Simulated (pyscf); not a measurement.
# F–W(F)(F)(F)(SH)–Cl (SMILES [F][W]([F])([F])([F])([SH])[Cl]), singlet

Gas-phase minimum from PySCF at ωB97X-D3(BJ)/def2-SVP, one conformer. 

SMILES: [F][W]([F])([F])([F])([SH])[Cl]
```xyz
8

F      0.3856     0.9968    -2.2078
W     -0.1075     1.0046    -0.4255
F     -0.9270     1.2529     1.2137
F     -0.9072     2.6382    -0.8536
F      1.3899     1.9820     0.0759
S      1.2617    -0.7780     0.2352
Cl    -1.6202    -0.6028    -0.8855
H      2.3457    -0.0646     0.5961
```
Charge 0, spin multiplicity 1.

Bonds (Å): F1–W2 1.849, W2–F3 1.849, W2–F4 1.869, W2–F5 1.857, W2–S6 2.343, W2–Cl7 2.255, S6–H8 1.347. Bond angles (°): F1–W2–F3 166.6, F1–W2–F4 84.1, F1–W2–F5 92.7, F1–W2–S6 96.5, F1–W2–Cl7 88.8, F3–W2–F4 84.0, F3–W2–F5 92.7, F3–W2–S6 96.4, F3–W2–Cl7 88.8, F4–W2–F5 87.0, F4–W2–S6 168.5, F4–W2–Cl7 106.8, F5–W2–S6 81.6, F5–W2–Cl7 166.2 (the first ones only).

Properties at ωB97X-D3(BJ)/def2-SVP:

```
Quantity                                                                                                                                                                                                      Value
---------------------------------------------------------------------------------------------------------------------  --------------------------------------------------------------------------------------------
Harmonic wavenumbers, unscaled                                                                                         74, 99, 138, 194, 214, 235, 254, 313, 323, 400, 400, 430, 666, 684, 721, 730, 766, 2770 cm⁻¹
Zero-point energy                                                                                                                                                                                     13.5 kcal/mol
Rotational symmetry number                                                                                                                                                                                        1
Entropy of this conformer at 298 K and 1 atm, rigid rotor and harmonic oscillator, modes under 100 cm⁻¹ raised to 100                                                                               406.4 J/(mol K)
Dipole moment                                                                                                                                                                                                1.52 D
```

Single-point totals, which compare only within one level:

```tsv
level	total energy (hartree)
ωB97X-D3(BJ)/def2-TZVP	-1325.98639
PBE/def2-TZVP	-1325.25919
r²SCAN/def2-TZVP	-1325.76909
B3LYP-D3(BJ)/def2-TZVP	-1325.99326
PBE0-D3(BJ)/def2-TZVP	-1325.24643
M06-2X/def2-TZVP	-1325.60593
ωB97M-D3(BJ)/def2-TZVP	-1326.02472
```

Soft torsions are taken as harmonic, which can shift the entropy by several J/(mol K). Elements past Kr carry the def2 core potentials, without spin-orbit coupling.
